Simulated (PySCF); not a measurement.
Sn(F)2(Br)(Me), SMILES [CH3][Sn]([F])([F])[Br] (CH₃BrF₂Sn), singlet at its PBE0/def2-SVP optimised geometry (Å):

```
8

C     -1.3724    -1.2745     1.5440
Sn    -0.6073    -0.0393     0.0000
F     -1.0360    -0.7480    -1.7397
F      1.3195    -0.0393     0.0000
Br    -1.3195     2.3189     0.0000
H     -2.4541    -1.1086     1.6264
H     -0.8726    -1.0086     2.4844
H     -1.1620    -2.3189     1.2780
```

Calculation: PBE0/def2-TZVP, def2 effective core potentials past Kr (PySCF 2.14.0). The core electrons that the potentials of Sn replace are not part of the density. Cells within 0.4 Å of a nucleus heavier than hydrogen are left out (blank, or x).

Map of the electron localisation function on the plane z = 0.0 Å:

```
|000000000000000000000000000|
|000000012233210000000000000|
|000001245666531000000000000|
|000013678899864100000000000|
|000136898689986200000000000|
|000258982427996300000000000|
|000269965xx2996200000000000|
|000369973xx2985100000000000|
|000258994127862000000000000|
|000146888888730001110000000|
|000013567643211145531000000|
|000000123224311589862000000|
|00000001237x94189x984100000|
|00000001249xx718xx984100000|
|00000002238x95189x984100000|
|000000012236521699963000000|
|000000012322211267631000000|
|000000001222210023210000000|
|000000000111000000000000000|
|000000000000000000000000000|
|000000000100000000000000000|
|000000000110000000000000000|
|000000000000000000000000000|
|000000000000000000000000000|
|000000000000000000000000000|
|000000000000000000000000000|
|000000000000000000000000000|
```
Scale: ten equal steps from 0.000 (start of '0') to 0.859 (end of '9'), in the order '0123456789'; x runs from -4.50 to 4.50, y from -4.50 (bottom) to 4.50 (top).
